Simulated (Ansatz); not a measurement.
FGaH4OSSi, SMILES `F[SiH](S)[O][GaH2]`. Total charge 0; spin multiplicity 1.

Cartesian coordinates in Å:
```
F -1.2609 1.1738 -1.8779
Si -1.0188 0.7190 -0.3770
S -0.5626 -1.4359 -0.5372
O 0.3074 1.2800 0.2863
Ga 1.5523 -0.1313 0.3914
H -2.2753 0.9339 0.3613
H -0.9937 -1.6922 0.7109
H 1.6919 -0.6957 1.8389
H 2.5596 -0.1517 -0.7966
```

**Question.** List the harmonic frequencies (cm⁻¹, unscaled) at PBE0-D4/def2-TZVP in Ansatz. (Best estimate.)

**Answer.** Ansatz gave: 60, 139, 204, 252, 317, 363, 445, 464, 522, 543, 636, 701, 727, 802, 841, 892, 1064, 2003, 2015, 2288, 2705.

**Question.** Is this a minimum?

**Answer.** Yes, all 21 modes are real.

**Question.** Give the ideal-gas thermochemistry at 298.15 K and 1 bar (rigid rotor, harmonic oscillator; point group C1, symmetry number 1).

**Answer.** Zero-point energy 107.6 kJ/mol; H(298) − E = 130.0 kJ/mol; entropy 366.5 J/(mol·K), of which translation 172.8, rotation 119.2, vibration 74.5; G(298) − E = 20.7 kJ/mol. Modes under 100 cm⁻¹ are hindered rotations or soft bends, so the harmonic entropy is rough.

**Question.** And at 400, 500, 600, 800 and 1000 K?

**Answer.** 
| T (K) | H − E (kJ/mol) | S (J/mol/K) | G − E (kJ/mol) |
| --- | --- | --- | --- |
| 400 | 143.1 | 404.1 | -18.6 |
| 500 | 157.4 | 436.1 | -60.6 |
| 600 | 172.9 | 464.3 | -105.7 |
| 800 | 206.1 | 512.0 | -203.5 |
| 1000 | 241.5 | 551.5 | -309.9 |
